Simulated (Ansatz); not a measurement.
A CCSD(T) single point on `CC1=CC(C(F)(F)F)=[O+][Ti-]([F])([Cl])([Cl])[O]1`.

```yaml
crystal:
  periodic: [false, false, false]
  atoms:
    - {symbol: C, position_ang: [-1.090092, -1.248514, 2.158495]}
    - {symbol: C, position_ang: [-0.389250, -0.642443, 0.996169]}
    - {symbol: C, position_ang: [-1.010547, 0.257020, 0.150679]}
    - {symbol: C, position_ang: [-0.316259, 0.770091, -0.943705]}
    - {symbol: C, position_ang: [-1.065444, 1.747205, -1.867740]}
    - {symbol: F, position_ang: [-1.456068, 2.818711, -1.171404]}
    - {symbol: F, position_ang: [-0.312546, 2.147201, -2.872520]}
    - {symbol: F, position_ang: [-2.160598, 1.160339, -2.359910]}
    - {symbol: O, position_ang: [0.860425, 0.507285, -1.254461]}
    - {symbol: Ti, position_ang: [2.314898, -0.630607, -0.315240]}
    - {symbol: F, position_ang: [2.562387, -1.297704, -1.906513]}
    - {symbol: Cl, position_ang: [3.568364, -2.083623, 0.790967]}
    - {symbol: Cl, position_ang: [3.396813, 1.221884, 0.119218]}
    - {symbol: O, position_ang: [0.828560, -1.017825, 0.833522]}
    - {symbol: H, position_ang: [-1.078410, -2.336301, 2.054038]}
    - {symbol: H, position_ang: [-2.116152, -0.897474, 2.246482]}
    - {symbol: H, position_ang: [-0.537584, -1.011252, 3.070987]}
    - {symbol: H, position_ang: [-2.035898, 0.547309, 0.322737]}
basis:
  gaussian: {orbitals: def2-TZVPP}
correlation: {method: ccsd_t}
output: {orbitals: {seedname: orbitals}}
```

```sh
$ ansatz run in.yaml --threads 11 --pin off --events-out ev --progress --plain --max-ram 110592MiB --backend cuda --devices 0, --max-vram 75GiB
```

Output of Ansatz, abridged:

```
Functional definition: HF
3499 factors; integrals over basis functions are off by at most 1.1e-3 eV
mean field evaluation 1: about -68209.9551 eV, gradient 8.1e1 eV
mean field evaluation 2: about -68210.6047 eV, gradient 8.1e1 eV
mean field evaluation 4: about -68222.9755 eV, gradient 1.4e1 eV
mean field evaluation 8: about -68223.4638 eV, gradient 1.4e0 eV
mean field evaluation 16: about -68223.4716 eV, gradient 1.7e-6 eV
mean field -68223.47156820 eV, -2507.1663366015 hartree, gradient 1.9e-6 eV, S^2 0.000000; 0 other end points of the search recorded, 0 dependent functions left out
26 core orbitals not correlated: weight in the atoms' cores, before any rotation towards them, 1.000 or more for the frozen orbitals, at most 0.000 for the correlated occupied ones
reference -68223.47156820 eV, -2507.1663366015 hartree; 45, 45 occupied and 474, 474 virtual orbitals, 3499 factors
second order -82.89101138 eV of doubles, -0.00000000 eV of singles
cycle   1  -80.82725649 eV  change     2.1e0 eV  update   3.2e-1
cycle   2  -83.06937700 eV  change    -2.2e0 eV  update   2.1e-1
cycle   3  -83.76427295 eV  change   -6.9e-1 eV  update   8.1e-2
cycle   4  -83.88269459 eV  change   -1.2e-1 eV  update   3.3e-2
cycle   5  -83.81687943 eV  change    6.6e-2 eV  update   1.2e-2
cycle   6  -83.79547854 eV  change    2.1e-2 eV  update   5.7e-3
cycle   7  -83.80207315 eV  change   -6.6e-3 eV  update   3.0e-3
cycle   8  -83.80382209 eV  change   -1.7e-3 eV  update   1.2e-3
cycle   9  -83.80298351 eV  change    8.4e-4 eV  update   6.5e-4
cycle  10  -83.80391143 eV  change   -9.3e-4 eV  update   3.0e-4
cycle  11  -83.80399951 eV  change   -8.8e-5 eV  update   1.6e-4
cycle  12  -83.80346256 eV  change    5.4e-4 eV  update   7.6e-5
cycle  13  -83.80354169 eV  change   -7.9e-5 eV  update   4.1e-5
perturbative correction -3.93087174 eV, -0.1444568722 hartree
Total energy: -68311.20598163 eV, -2510.3905168265 hartree
```

Run time 94 s (11 threads of an AMD EPYC 7R13 on a shared host and a whole NVIDIA H100 80 GB); peak host memory 1.1 GiB.

MP2 recovers 94.5 % of the CCSD(T) correlation energy and the triples give 4.5 %; T1 = 0.0213.
